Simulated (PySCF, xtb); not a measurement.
Si(H)(Me)(OH)(OMe) (C2H8O2Si), SMILES CO[SiH](C)O. One conformer was computed; it need not be the lowest.

Harmonic wavenumbers (cm⁻¹) from GFN2-xTB (xtb) at its own minimum, in rising order: 89, 93, 109, 142, 196, 269, 285, 330, 669, 708, 738, 774, 796, 825, 868, 901, 1133, 1139, 1159, 1384, 1413, 1480, 1488, 1490, 1498, 2204, 2946, 2972, 2984, 3042, 3047, 3072, 3700.

What does PySCF 2.14.0 with PBE-D3(BJ)/def2-SVP give at its own minimum? (The exact figures need the calculation; the answer reports its results.)

54, 97, 105, 148, 195, 246, 299, 337, 631, 685, 739, 746, 818, 825, 873, 930, 1119, 1135, 1174, 1224, 1378, 1379, 1420, 1423, 1425, 2120, 2902, 2968, 2986, 3030, 3088, 3092, 3778. Paired by order, the mean absolute difference is 32 cm⁻¹ and the zero-point energies are 62.8 and 62.0 kcal/mol.
